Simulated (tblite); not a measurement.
Compound: C₄H₅ClSSi.
InChI=1S/C4H5ClSSi/c5-3-1-2-4(7)6-3/h1-2H,7H3

Method: GFN2-xTB as coded in tblite; computed harmonic values from a numerical Hessian at the method's own geometry, unscaled. Errors from tens to a few hundred cm⁻¹ against measured bands are possible. Modes of hydrogen on silicon can be 10 to 20 % off.

Harmonic wavenumbers (cm⁻¹): 46.9, 88.3, 139.8, 240.8, 259.3, 329.7, 424.5, 497.1, 516.5, 541.6, 563.4, 666.6, 714.1, 759.1, 778.6, 785.4, 797.5, 839.1, 926.8, 1001.1, 1097.6, 1170.5, 1314.3, 1442.3, 1538.5, 2266.6, 2271.8, 2278.2, 3126.0, 3142.4.

A = 4783, B = 783.2, C = 678.2 MHz; mass 147.957 u (most abundant isotopes); point group Cs, symmetry number 1.

Q: What is the zero-point energy?

A: Half the sum of the wavenumbers: 15282 cm⁻¹ = 182.82 kJ/mol.

Q: Entropy at 350 K, 1 bar (ideal gas, RRHO, classical rotation)?

A: Translation 174.51, rotation 124.29, vibration 107.17: S = 406.0 J/(mol K).

Q: And Cp and H(350 K) − H(0)?

A: Cp = 148.05 J/(mol K), of which vibrations give 114.80 (their classical limit is 30 R = 249.4); H(350 K) − H(0) = 31.67 kJ/mol without the zero-point energy, 20.03 from vibrations.

Q: Which modes carry the vibrational entropy at 350 K?

A: 46.9 cm⁻¹: 22.01; 88.3 cm⁻¹: 16.79; 139.8 cm⁻¹: 13.03; 240.8 cm⁻¹: 8.73; 259.3 cm⁻¹: 8.17; 329.7 cm⁻¹: 6.40 J/(mol K); the other 24 give 32.05 together.

Q: Blend soft modes into free rotors: weight 1/[1 + (100 cm⁻¹/ν̃)⁴] for the oscillator and the rest for a rotor with moment μB/(μ + B), μ = h/(8π²ν), B = 10⁻⁴⁴ kg m². What vibrational entropy results?

A: 98.60 J/(mol K) in place of 107.17, which changes −T·S at 350 K by +3.00 kJ/mol.

Q: How do the functions run with temperature in this model?

A: 
| T (K) | S (J/(mol K)) | Cp (J/(mol K)) | H − H(0) (kJ/mol) | G − H(0) (kJ/mol) | ln q(vib) |
| --- | --- | --- | --- | --- | --- |
| 100 | 282.4 | 64.3 | 4.81 | -23.43 | 1.25 |
| 200 | 337.4 | 99.2 | 12.94 | -54.53 | 3.09 |
| 300 | 384.3 | 133.5 | 24.63 | -90.65 | 5.02 |
| 500 | 464.8 | 181.4 | 56.55 | -175.83 | 8.93 |
| 800 | 559.4 | 220.0 | 117.40 | -330.11 | 14.39 |
| 1000 | 610.2 | 235.3 | 163.02 | -447.20 | 17.65 |

q(vib) and H(0) count from the zero-point level.

Hindered rotation and anharmonicity are outside this model.
